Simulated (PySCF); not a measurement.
PySCF input for Ta(NH)(OH)2(NH2) (H₅N₂O₂Ta), SMILES [NH]=[Ta]([NH2])([OH])[OH], multiplicity 1, PBE0-D3(BJ)/def2-SVP. Coordinates come from a PBE0-D3(BJ)/def2-SVP optimisation. The spin state was assumed, not searched. The structure was generated by enumeration; whether it is a known compound was not checked. The def2 effective core potentials stand for the cores of Ta; spin–orbit coupling is left out. Other conformers were not sampled.

```python
import numpy as np
from pyscf import gto, scf, dft, df
from pyscf.hessian import thermo

mol = gto.M(
    atom='''
    Ta    0.01921660    0.01691256   -0.00000000
    N    -0.15999271    1.77916261   -0.00000001
    H    -0.17639538    2.79073080   -0.00000002
    O     0.94445778   -0.60749114    1.56087286
    H     1.25236186   -0.21414481    2.37968572
    O     0.94445770   -0.60749116   -1.56087289
    H     1.25236175   -0.21414484   -2.37968579
    N    -1.84865360   -0.65528180    0.00000005
    H    -2.08504473   -1.64518462    0.00000006
    H    -2.69689532   -0.09918084    0.00000006
    ''',
    basis='def2-SVP',
    ecp={'Ta': 'def2-svp'},
    charge=0,
    spin=0,
    max_memory=1600,
    verbose=3,
)
mf = dft.RKS(mol, xc='pbe0').density_fit(auxbasis='def2-universal-jkfit')
mf.disp = 'd3bj'
mf.grids.level = 3
mf.conv_tol = 1e-11
mf.max_cycle = 100
mf.kernel()

# [left out here: the lines that compute and print the analytic Hessian (its translational invariance restored by hand, since the grid's response is missing), thermochemistry and intensities]
```

Output:

```
converged SCF energy = -319.663297394347

WARN: DFTD3 does not support analytical Hessian, using finite difference


WARN: Mole.unit (angstrom) is changed to Bohr

Mode                                 0                   1                   2
Irrep
Freq [cm^-1]                      174.1672            178.5008            188.4768
Reduced mass [au]                   3.0816              3.1749              4.1706
Force const [Dyne/A]                0.0551              0.0596              0.0873
Char temp [K]                     250.5879            256.8229            271.1762
Normal mode                   x     y     z       x     y     z       x     y     z
       0  Ta                -0.00 -0.00 -0.02   -0.02 -0.01  0.00    0.01 -0.03 -0.00
       1   N                 0.00  0.00  0.07    0.06 -0.00 -0.00    0.00 -0.04 -0.00
       2   H                 0.00  0.00  0.13    0.15 -0.00 -0.00   -0.02 -0.04 -0.00
       3   O                -0.08 -0.00  0.01    0.10  0.04 -0.06   -0.02  0.10  0.08
       4   H                -0.26  0.03  0.06    0.28  0.11 -0.16   -0.10  0.23  0.05
       5   O                 0.08  0.00  0.01    0.10  0.04  0.06   -0.02  0.10 -0.08
       6   H                 0.26 -0.03  0.06    0.28  0.11  0.16   -0.10  0.23 -0.05
       7   N                -0.00  0.00  0.16   -0.05  0.03 -0.00   -0.03  0.08  0.00
       8   H                -0.00  0.00  0.22   -0.11  0.04 -0.00   -0.14  0.11  0.00
       9   H                -0.00  0.00  0.27   -0.03  0.07 -0.00    0.03  0.17  0.00
Mode                                 3                   4                   5
Irrep
Freq [cm^-1]                      193.3426            224.2026            316.2297
Reduced mass [au]                   3.1620              3.2062              1.2289
Force const [Dyne/A]                0.0696              0.0950              0.0724
Char temp [K]                     278.1769            322.5776            454.9842
Normal mode                   x     y     z       x     y     z       x     y     z
       0  Ta                -0.00  0.00  0.01    0.01 -0.00 -0.00    0.00 -0.00  0.01
       1   N                 0.00  0.00 -0.16   -0.16 -0.02  0.00   -0.00 -0.00 -0.04
       2   H                 0.00  0.00 -0.21   -0.28 -0.02  0.00   -0.00 -0.00  0.05
       3   O                -0.04 -0.09 -0.01    0.05 -0.03 -0.04    0.07  0.01 -0.02
       4   H                 0.07 -0.26  0.03   -0.08 -0.14  0.07   -0.52 -0.20  0.29
       5   O                 0.04  0.09 -0.01    0.05 -0.03  0.04   -0.07 -0.01 -0.02
       6   H                -0.07  0.26  0.03   -0.08 -0.14 -0.07    0.52  0.20  0.30
       7   N                 0.00 -0.00  0.07   -0.03  0.11  0.00    0.00  0.00 -0.01
       8   H                 0.00 -0.00  0.25   -0.18  0.15 -0.00   -0.00  0.00 -0.09
       9   H                -0.00 -0.00 -0.11    0.06  0.25  0.00    0.00  0.00 -0.08
Mode                                 6                   7                   8
Irrep
Freq [cm^-1]                      334.1326            365.8032            437.5563
Reduced mass [au]                   1.3119              1.0602              1.2931
Force const [Dyne/A]                0.0863              0.0836              0.1459
Char temp [K]                     480.7424            526.3093            629.5461
Normal mode                   x     y     z       x     y     z       x     y     z
       0  Ta                -0.01 -0.00  0.00   -0.00 -0.00 -0.00   -0.00  0.00 -0.00
       1   N                 0.06  0.01 -0.00    0.00  0.00  0.05   -0.00  0.00  0.00
       2   H                 0.15  0.01  0.00    0.00  0.00  0.03   -0.00  0.00  0.53
       3   O                 0.06  0.02 -0.04    0.01  0.00 -0.01   -0.03  0.08 -0.02
       4   H                -0.55 -0.06  0.23   -0.07  0.12 -0.03    0.22 -0.41  0.11
       5   O                 0.06  0.02  0.04   -0.01 -0.00 -0.01    0.03 -0.08 -0.02
       6   H                -0.55 -0.06 -0.23    0.07 -0.12 -0.03   -0.22  0.41  0.11
       7   N                -0.01 -0.02  0.00   -0.00 -0.00 -0.02    0.00  0.00 -0.00
       8   H                 0.02 -0.03 -0.00    0.00 -0.00  0.70    0.00 -0.00  0.11
       9   H                -0.04 -0.06  0.00   -0.00 -0.00 -0.64    0.00 -0.00 -0.05
Mode                                 9                  10                  11
Irrep
Freq [cm^-1]                      461.6715            474.6441            590.5189
Reduced mass [au]                   1.2613              1.2465              1.2110
Force const [Dyne/A]                0.1584              0.1654              0.2488
Char temp [K]                     664.2425            682.9071            849.6251
Normal mode                   x     y     z       x     y     z       x     y     z
       0  Ta                -0.00  0.00 -0.00   -0.00  0.01 -0.00   -0.00 -0.00  0.00
       1   N                 0.00  0.00  0.00    0.01  0.01  0.00    0.05 -0.02  0.00
       2   H                -0.00  0.00  0.11   -0.28  0.00 -0.00   -0.52 -0.03 -0.00
       3   O                -0.01  0.00 -0.00    0.02 -0.07  0.01    0.01  0.02  0.01
       4   H                 0.03  0.04 -0.03   -0.18  0.53 -0.19    0.05 -0.12  0.05
       5   O                 0.01 -0.00 -0.00    0.02 -0.07 -0.01    0.01  0.02 -0.01
       6   H                -0.03 -0.04 -0.03   -0.18  0.53  0.19    0.05 -0.12 -0.05
       7   N                 0.00 -0.00  0.12    0.01  0.01 -0.00   -0.03  0.09  0.00
       8   H                 0.00  0.00 -0.57    0.04  0.00  0.00    0.49 -0.05 -0.00
       9   H                 0.00  0.00 -0.66   -0.01 -0.02  0.00   -0.33 -0.39 -0.00
Mode                                12                  13                  14
Irrep
Freq [cm^-1]                      591.4031            609.1224            686.3248
Reduced mass [au]                   1.3326              1.4812              3.7649
Force const [Dyne/A]                0.2746              0.3238              1.0449
Char temp [K]                     850.8974            876.3915            987.4686
Normal mode                   x     y     z       x     y     z       x     y     z
       0  Ta                -0.00  0.00  0.00    0.01  0.00  0.00    0.02  0.01 -0.00
       1   N                -0.00  0.00  0.10    0.09  0.01  0.00   -0.05 -0.01  0.00
       2   H                 0.00  0.00 -0.76   -0.64 -0.00 -0.00    0.22 -0.00  0.00
       3   O                -0.02  0.04 -0.03   -0.02  0.02 -0.03   -0.00 -0.01  0.01
       4   H                 0.05 -0.25  0.08    0.01 -0.08  0.01    0.00  0.05 -0.02
       5   O                 0.02 -0.04 -0.03   -0.02  0.02  0.03   -0.00 -0.01 -0.01
       6   H                -0.05  0.25  0.08    0.01 -0.08 -0.01    0.00  0.05  0.02
       7   N                 0.00 -0.00  0.01   -0.06 -0.09  0.00   -0.21 -0.04  0.00
       8   H                -0.00  0.00 -0.04   -0.41 -0.00 -0.00   -0.07 -0.08  0.00
       9   H                 0.00  0.00 -0.08    0.12  0.20 -0.00   -0.32 -0.21 -0.00
Mode                                15                  16                  17
Irrep
Freq [cm^-1]                      706.4302            710.4048           1001.7050
Reduced mass [au]                   5.9203              4.9028              7.4693
Force const [Dyne/A]                1.7407              1.4578              4.4158
Char temp [K]                    1016.3958           1022.1143           1441.2305
Normal mode                   x     y     z       x     y     z       x     y     z
       0  Ta                 0.01 -0.01  0.00    0.00 -0.00 -0.03    0.00 -0.02  0.00
       1   N                -0.02  0.00 -0.00   -0.00  0.00  0.03   -0.02  0.24  0.00
       2   H                 0.05  0.00  0.00    0.00  0.00 -0.05   -0.03  0.26 -0.00
       3   O                -0.08  0.04 -0.13    0.07 -0.03  0.13    0.01  0.00  0.01
       4   H                -0.09  0.11 -0.16    0.14 -0.17  0.17    0.01 -0.00  0.01
       5   O                -0.08  0.04  0.13   -0.07  0.03  0.13    0.01  0.00 -0.01
       6   H                -0.09  0.11  0.16   -0.14  0.17  0.17    0.01 -0.00 -0.01
       7   N                 0.01  0.03 -0.00    0.00  0.00  0.01   -0.01  0.01 -0.00
       8   H                 0.12  0.00 -0.00    0.00  0.00  0.03    0.03 -0.00 -0.00
       9   H                -0.04 -0.06  0.00   -0.00 -0.00 -0.05   -0.03 -0.02  0.00
Mode                                18                  19                  20
Irrep
Freq [cm^-1]                     1516.8716           3583.2050           3691.8514
Reduced mass [au]                   1.1174              1.0521              1.0926
Force const [Dyne/A]                1.5148              7.9590              8.7739
Char temp [K]                    2182.4405           5155.4342           5311.7523
Normal mode                   x     y     z       x     y     z       x     y     z
       0  Ta                 0.00  0.00  0.00   -0.00  0.00  0.00   -0.00 -0.00  0.00
       1   N                 0.00 -0.00 -0.00   -0.00  0.00 -0.00   -0.00  0.00 -0.00
       2   H                -0.01 -0.00  0.00    0.00 -0.01  0.00    0.00 -0.05  0.00
       3   O                 0.00  0.00 -0.00   -0.00  0.00 -0.00   -0.00  0.00  0.00
       4   H                -0.00  0.00 -0.00   -0.00 -0.00 -0.00   -0.00 -0.00 -0.00
       5   O                 0.00  0.00  0.00   -0.00  0.00  0.00   -0.00  0.00 -0.00
       6   H                -0.00  0.00  0.00   -0.00 -0.00  0.00   -0.00 -0.00  0.00
       7   N                -0.08 -0.03  0.00    0.04  0.04  0.00    0.04 -0.07  0.00
       8   H                 0.65 -0.18 -0.00   -0.18 -0.81  0.00    0.13  0.48 -0.00
       9   H                 0.33  0.56  0.00   -0.42  0.30 -0.00   -0.68  0.44 -0.00
Mode                                21                  22                  23
Irrep
Freq [cm^-1]                     3705.2736           3973.1073           3976.4259
Reduced mass [au]                   1.0850              1.0678              1.0684
Force const [Dyne/A]                8.7768              9.9307              9.9530
Char temp [K]                    5331.0638           5716.4168           5721.1915
Normal mode                   x     y     z       x     y     z       x     y     z
       0  Ta                 0.00 -0.00 -0.00   -0.00  0.00  0.00    0.00 -0.00  0.00
       1   N                -0.00  0.07 -0.00   -0.00  0.00  0.00    0.00 -0.00  0.00
       2   H                 0.02 -0.96  0.00   -0.00 -0.00  0.00    0.00  0.01  0.00
       3   O                 0.00 -0.00 -0.00   -0.01 -0.02 -0.04   -0.01 -0.02 -0.04
       4   H                 0.00  0.00  0.00    0.22  0.27  0.59    0.22  0.27  0.59
       5   O                 0.00 -0.00  0.00    0.01  0.02 -0.04   -0.01 -0.02  0.04
       6   H                 0.00  0.00 -0.00   -0.22 -0.27  0.59    0.22  0.27 -0.58
       7   N                -0.00  0.00  0.00   -0.00 -0.00  0.00    0.00  0.00  0.00
       8   H                -0.01 -0.02  0.00   -0.00  0.00 -0.00   -0.00 -0.00 -0.00
       9   H                 0.04 -0.03  0.00    0.00 -0.00  0.00   -0.00  0.00  0.00
temperature 298.1500 [K]
pressure 101325.00 [Pa]
Rotational constants [GHz] 3.12140 3.07036 2.78539
Symmetry number 1
Zero-point energy (ZPE) 0.06536 [Eh]   171612.512 [J/mol]
                           tot       elec      trans        rot        vib
Entropy [J/mol/K]       371.371      0.000    177.407    112.508     81.457
Cv [J/mol/K]            125.848      0.000     12.472     12.472    100.905
Cp [J/mol/K]            134.163      0.000     20.786     12.472    100.905
Internal energy [J/mol]                      3718.434   3718.434 186395.199
Internal energy [Eh]   -319.58947  -319.66330
Enthalpy [J/mol]                             6197.391   3718.434 186395.199
Enthalpy [Eh]          -319.58853
Gibbs free energy [J/mol]                  -46696.388 -29825.795 162108.853
Gibbs free energy [Eh] -319.63070
mode   freq/cm-1   IR/(km/mol)
   1      174.17         0.224
   2      178.50         5.145
   3      188.48         7.035
   4      193.34        12.238
   5      224.20        12.121
   6      316.23        48.000
   7      334.13       177.672
   8      365.80         0.286
   9      437.56       215.612
  10      461.67       177.169
  11      474.64       276.131
  12      590.52        53.412
  13      591.40        32.266
  14      609.12        13.424
  15      686.32       155.936
  16      706.43        89.402
  17      710.40       136.150
  18     1001.71       128.694
  19     1516.87        32.171
  20     3583.21        58.180
  21     3691.85        33.928
  22     3705.27       136.183
  23     3973.11       336.047
  24     3976.43        85.353
max |gradient| / (hartree/bohr): 7.927048909631182e-05
APT charges: [ 2.2882 -1.0085  0.3157 -0.9289  0.3493 -0.9289  0.3493 -0.8052  0.1895
  0.1793]
```

The run converged.

Cost: very roughly 5 core-minutes.
